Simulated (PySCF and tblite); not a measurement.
Results of a calculation; reference values are marked as such.
System: C2HF3O2, numbered as in [O:1]=[C:2]([OH:3])[C:4]([F:5])([F:6])[F:7].

Motion: rotation about the C2–O3 bond (torsion O1–C2–O3–H from 0° to 180°, rising). GFN2-xTB gives an electronic barrier of 13.2 kcal/mol and a reaction energy of 4.7 kcal/mol.

(1) What does revPBE/pcSseg-1 + D3(BJ), IEF-PCM chloroform give on GFN2-xTB geometries?

Programs: tblite and PySCF.

## Answers

(1) A barrier of 11.7 kcal/mol, 1.5 below the tight-binding barrier (from unrounded values), a reaction energy of 2.6 kcal/mol and, with GFN2-xTB thermal terms, ΔG‡(298 K) = 10.5 kcal/mol and k = 2.5×10⁵ s⁻¹ (2 equivalent paths).
